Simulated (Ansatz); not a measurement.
```yaml
crystal:
  periodic: [false, false, false]
  atoms:
    - {symbol: O, position_ang: [-0.611266, 0.527255, 2.395067]}
    - {symbol: B, position_ang: [0.199980, 0.255560, 1.306370]}
    - {symbol: F, position_ang: [1.530504, 0.239237, 1.585769]}
    - {symbol: O, position_ang: [-0.006008, 1.291928, 0.174739]}
    - {symbol: C, position_ang: [0.125306, 0.975991, -1.047418]}
    - {symbol: C, position_ang: [0.214067, -0.328768, -1.501293]}
    - {symbol: C, position_ang: [-0.003576, -1.328142, -0.568507]}
    - {symbol: O, position_ang: [-0.140835, -1.116480, 0.675337]}
    - {symbol: H, position_ang: [-1.546626, 0.536965, 2.194007]}
    - {symbol: H, position_ang: [0.117661, 1.812240, -1.748581]}
    - {symbol: H, position_ang: [0.314289, -0.552743, -2.551873]}
    - {symbol: H, position_ang: [-0.116496, -2.368042, -0.879715]}
basis:
  gaussian: {orbitals: def2-mTZVP}
hamiltonian: {xc: {name: HF}}
correlation: {active_space: {window: {electrons: 3, orbitals: 2}}}
accuracy: high
scf: {lower_state_search: light}
```

```sh
$ ansatz run in.yaml --threads 4 --pin off --events-out ev --progress --plain --max-ram 11315MiB
```

It prints (some lines left out):

```
Functional definition: HF
3654 factors; integrals over basis functions are off by at most 8.3e-9 eV
mean field evaluation 1: about -12646.3229 eV, gradient 5.5e1 eV
mean field evaluation 2: about -12646.4475 eV, gradient 5.6e1 eV
mean field evaluation 4: about -12652.2980 eV, gradient 4.8e0 eV
mean field evaluation 8: about -12652.3698 eV, gradient 4.7e-1 eV
mean field evaluation 16: about -12652.3706 eV, gradient 7.0e-9 eV
mean field -12652.37059086 eV, -464.9660431294 hartree, gradient 6.8e-9 eV, S^2 0.000000; 0 other end points of the search recorded, 0 dependent functions left out
reference -12652.37059086 eV, -464.9660431294 hartree; 30, 30 occupied and 149, 149 virtual orbitals, 3654 factors
Error: 3 electrons in 2 orbitals form no window around the highest filled level of the reference
```

(1) What is wrong with this run?

## Answers

(1) The active space doesn't fit the electrons. The run stopped with an error.
